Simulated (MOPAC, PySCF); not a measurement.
[Zr(Br)4], neutral singlet in the gas phase. 

Cartesian coordinates (Å):
```xyz
5

Zr     0.0000     0.0000     0.0000
Br     1.1495    -2.1804     0.2404
Br    -2.2994    -0.1750     0.9031
Br    -0.0990     0.6214    -2.3953
Br     1.2488     1.7341     1.2518
```
Charge 0, multiplicity 1.

All levels are single points at this geometry (r2SCAN-D4/def2-SVP); Pople sets use spherical d functions. Orbital energies aren't observables, and empty levels follow the basis.

```tsv
level	HOMO (eV)	LUMO (eV)	gap (eV)	dipole (D)	vertical IE, Delta-SCF (eV)
PBE-D3(BJ)/def2-TZVP in PySCF	-7.66	-3.61	4.05	0.00	–
TPSSh-D3(BJ)/def2-TZVP in PySCF	-8.27	-3.29	4.98	0.00	–
BP86/6-31G* (LANL2DZ on Zr) in PySCF	-7.81	-4.02	3.79	0.00	–
PBE/6-31G* (LANL2DZ on Zr) in PySCF	-7.71	-3.91	3.80	0.00	–
SVWN5/6-31G* (LANL2DZ on Zr) in PySCF	-7.86	-4.06	3.80	0.00	–
PM7 in MOPAC	-10.15	0.12	10.27	0.00	–
```
